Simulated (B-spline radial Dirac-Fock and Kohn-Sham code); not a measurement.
Si⁴⁺: photoemission with 600 eV photons

System: the Si⁴⁺ ion in the configuration [He] 2s2 2p6.

These are calculated numbers from a radial atomic solver; the model is a relativistic central-field model (Hartree-Slater potential of the initial state, Latter tail, multipole expansion of the photon field, Dirac-Fock thresholds). The asymmetry parameter β is from the dipole term alone. Kinetic energies are from the vacuum level.

```
subshell  electrons  binding (eV)  kinetic (eV)  σ (kb)     β
      2s          2         218.0         382.0    91.6  2.00
   2p1/2          2         165.8         434.2    61.6  1.40
   2p3/2          4         165.2         434.8     122  1.41
```

Branching ratios of the spin-orbit partners (statistical value in brackets): 2p 1.97 (2.00).
